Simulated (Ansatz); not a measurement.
Consider the formal hydrolysis of a C–In bond: `[CH3][Zn][CH2][InH2]` + H₂O → `[CH3][Zn][CH2]O` + `[InH3]`.

Gas-phase electronic energies from Ansatz, PBE0-D4/def2-TZVP geometries. CCSD(T)/CBS is the MP2 limit (def2-TZVPP, def2-QZVPP) plus CCSD(T) − MP2 in def2-TZVPP, frozen cores. This one scheme is used for every species. DFT in def2-TZVPP. Elements past krypton have def2 core potentials. For In, Zn outer-core shells are correlated without core-valence functions, which leaves a few kJ/mol of doubt a bond. Scalar relativity is left out up to krypton. One conformer a species, not always the lowest.

Task: Is it downhill or uphill in electronic energy at CCSD(T)/CBS, and by how much? (Estimate.)

Result: The calculation gave: Uphill: ΔE = +138.9 kJ/mol.

Task: What do these levels give: r2SCAN-D4, PBE, CCSD(T)/def2-TZVPP, MP2/def2-QZVPP, HF/CBS(def2), CCSD/CBS(def2)? (An estimate is asked.)

Result: Ansatz gave: r2SCAN-D4 120.2, PBE 113.0, CCSD(T)/def2-TZVPP 131.3, MP2/def2-QZVPP 152.7, HF/CBS(def2) 105.1, CCSD/CBS(def2) 135.1 kJ/mol.

Largest T1 diagnostic among the species: 0.014.

From PBE to PBE0 (25 % exact exchange), in def2-TZVPP and without D4, ΔE moves by +4.7 kJ/mol. In def2-TZVPP, CCSD(T) changes the Hartree–Fock value by +27.1 kJ/mol (the triples alone add +3.7 kJ/mol) and MP2 by +43.8 kJ/mol.
